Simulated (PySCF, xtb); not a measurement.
Mg(Me)(OH) (CH₄MgO), SMILES [CH3][Mg][OH].

GFN2-xTB in xtb at its own geometry gives an orbital gap of 3.20 eV and a dipole moment of 2.76 D.

Coordinates come from a PBE0-D3(BJ)/def2-TZVP optimisation. Other conformers were not sampled.

### Question
What does PySCF with CAM-B3LYP/def2-TZVPD give? (The exact figures need the calculation; the answer reports its results.)

### Answer
gap 8.50 eV (levels -8.67 and -0.18 eV), dipole 0.05 D.
